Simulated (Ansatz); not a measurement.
`C[S][Ti]([F])([F])[F]` + H₂O → `[OH][Ti]([F])([F])[F]` + CH₃SH  (formal hydrolysis of a Ti–S bond)

Program: Ansatz. Geometries: PBE0-D4/def2-TZVP. ΔE: electronic, gas phase. CCSD(T)/CBS is the MP2 limit (def2-TZVPP, def2-QZVPP) plus CCSD(T) − MP2 in def2-TZVPP, frozen cores. This one scheme is used for every species. Functionals use def2-TZVPP. B3LYP here is the variant with VWN-RPA as its local correlation; programs differ in this. HSE06 is defined as in plane-wave codes. For Ti outer-core shells are correlated without core-valence functions, which leaves a few kJ/mol of doubt a bond. Scalar relativity is left out up to krypton. One conformer a species, not always the lowest.

```tsv
level	ΔE (kJ/mol)	difference from CCSD(T)/CBS
LDA (SPW92)	-31.5	-2.4
PBE-D4	-26.2	2.9
r2SCAN-D4	-30.9	-1.8
B97M-V	-32.5	-3.4
PBE0-D4	-30.5	-1.4
B3LYP-D4	-34.4	-5.3
r2SCAN0-D4	-33.9	-4.8
BHLYP-D4	-40.7	-11.6
CAM-B3LYP-D4	-46.7	-17.6
ωB97X-V	-45.5	-16.4
ωB97M-V	-40.7	-11.6
B2PLYP	-36.5	-7.4
PBE-QIDH	-33.6	-4.5
PBE	-31.3	-2.2
revPBE	-32.4	-3.3
BLYP	-40.4	-11.3
r2SCAN	-32.3	-3.2
PBE0	-35.1	-6.0
B3LYP	-42.6	-13.5
r2SCANh	-33.5	-4.4
r2SCAN0	-35.6	-6.5
HSE06	-34.4	-5.3
BHLYP	-49.2	-20.1
CAM-B3LYP	-51.7	-22.6
LC-ωPBE	-50.6	-21.5
RPA@PBE/def2-TZVPP	-33.4	-4.3
HF/def2-SVP	-72.3	-43.2
MP2/def2-SVP	-54.8	-25.7
CCSD/def2-SVP	-63.5	-34.4
CCSD(T)/def2-SVP	-53.9	-24.8
HF/def2-TZVPP	-64.4	-35.3
MP2/def2-TZVPP	-30.1	-1.0
SCS-MP2/def2-TZVPP	-38.2	-9.1
CCSD(T)/def2-TZVPP	-35.5	-6.4
HF/def2-QZVPP	-64.0	-34.9
MP2/def2-QZVPP	-26.3	2.8
SCS-MP2/def2-QZVPP	-34.6	-5.5
HF/CBS(def2)	-63.9	-34.8
MP2/CBS(def2)	-23.7	5.4
CCSD/CBS(def2)	-38.8	-9.7
CCSD(T)/CBS	-29.1	0
```

Largest T1 diagnostic among the species: 0.024, so the coupled-cluster value is less sure than usual.

From r2SCAN to r2SCAN0 (25 % exact exchange), in def2-TZVPP and without D4, ΔE moves by −3.4 kJ/mol. In def2-TZVPP, CCSD(T) changes the Hartree–Fock value by +28.8 kJ/mol (the triples alone add +9.6 kJ/mol) and MP2 by +34.3 kJ/mol.

CCSD(T)/CBS has its own doubt, a few kJ/mol and more with outer-core shells, so smaller differences from it don't rank the levels.
